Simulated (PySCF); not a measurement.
Cd(F)(GeH3) (CdFGeH₃), SMILES [F][Cd][GeH3].

Geometry optimised at B3LYP-D3(BJ)/def2-SVP. The structure was generated by enumeration; whether it is a known compound was not checked. The def2 effective core potentials stand for the cores of Cd; spin–orbit coupling is left out.

Two levels are set side by side: PBE/def2-TZVPD (PySCF) and CAM-B3LYP/def2-TZVPD (PySCF). Same geometry, gas phase. Differences are taken from unrounded values.

```
quantity                       PBE
---------------------------  -----
orbital gap (eV)              5.10
highest occupied level (eV)  -7.26
lowest empty level (eV)      -2.16
dipole moment (D)             3.08
mean polarisability (bohr³)   70.7
```

Task: These are the PBE values. What does CAM-B3LYP give? (The exact figures need the calculation; the answer reports its results.)

Result: 
```
quantity                     CAM-B3LYP  PBE minus CAM-B3LYP
---------------------------  ---------  -------------------
orbital gap (eV)                  8.93                -3.83
highest occupied level (eV)      -9.49                 2.23
lowest empty level (eV)          -0.56                -1.60
dipole moment (D)                 3.14                -0.05
mean polarisability (bohr³)       66.5                  4.1
```

PBE's occupied levels lie high since its potential decays too fast outside the molecule; exact exchange lowers them and widens the gap. Loosely held outer electrons make PBE densities more polarisable. Differences between two approximate levels are no errors against the true value.

Rough cost on one machine, each run with all the roots and properties that it gave: CAM-B3LYP against PBE within a factor of 2.
